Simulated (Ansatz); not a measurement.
Fe3S4, relaxed as a singlet with RKS r2SCAN-D4/def2-SVP in Ansatz, starting from the GFN2-xTB geometry. Force threshold 0.02 eV/Å.

Another isomer (singlet) lies 0.83 eV lower at PBE0-D4/def2-TZVP; other spin states weren't run for this one.

Start:

Cartesian coordinates in Å:
```
Fe 0.932 1.458 0.217
Fe 0.318 -1.167 -0.100
Fe -2.195 -1.206 -0.279
S -1.097 0.491 -0.030
S 0.844 3.418 0.421
S -0.932 -2.812 -0.356
S 2.130 -0.181 0.127
```

| step | energy (eV) | largest force component (eV/Å) | SCF passes |
| --- | --- | --- | --- |
| 1 | -146474.1557 | 2.819 | 153 |
| 2 | -146474.7070 | 0.948 | 99 |
| 3 | -146474.7929 | 0.301 | 59 |
| 4 | -146474.8045 | 0.372 | 65 |
| 5 | -146474.8230 | 0.182 | 56 |
| 6 | -146474.8246 | 0.273 | 48 |
| 7 | -146474.8306 | 0.027 | 50 |
| 8 | -146474.8320 | 0.071 | 57 |
| 9 | -146474.8341 | 0.080 | 57 |
| 10 (rejected) | -146474.8193 | 0.721 | 75 |
| 11 | -146474.8417 | 0.123 | 55 |
| 12 | -146474.8564 | 0.346 | 55 |
| 13 | -146474.8791 | 0.941 | 65 |
| 14 | -146474.9189 | 0.950 | 67 |
| 15 | -146474.9662 | 1.095 | 75 |
| 16 | -146475.0813 | 0.538 | 61 |
| 17 | -146475.2443 | 0.706 | 62 |
| 18 | -146475.4614 | 0.610 | 59 |
| 19 | -146475.7222 | 0.489 | 57 |
| 20 | -146475.8830 | 0.346 | 53 |
| 21 | -146475.9775 | 0.326 | 49 |
| 22 | -146476.0063 | 0.495 | 49 |
| 23 | -146476.0195 | 0.100 | 42 |
| 24 | -146476.0207 | 0.073 | 35 |
| 25 | -146476.0212 | 0.018 | 37 |

Force components are those of the run's own axes.

End:

```csv
atom,x (Å),y (Å),z (Å)
Fe1,0.4286,0.9040,0.2694
Fe2,0.1222,-1.0626,-1.1006
Fe3,-1.2994,-0.3864,0.5306
S4,-1.1131,0.7266,-1.2559
S5,0.4692,2.6185,1.2429
S6,-0.5329,-2.3241,0.4721
S7,1.9253,-0.4760,-0.1585
```

By distances, no bond broke or formed, bridged metal pairs apart. The bond that changes most is Fe1–S4, from 2.26 to 2.18 Å (atoms count from 1). A close non-bonded pair moves further: Fe1–Fe3, from 4.14 to 2.17 Å. Metal–metal contacts that move far: Fe1–Fe3 4.14 to 2.17 Å.

No frequencies were taken in this run, so the end may be a saddle point.

Run time 3.5 min (4 threads of Arm Neoverse V2 on a shared host).
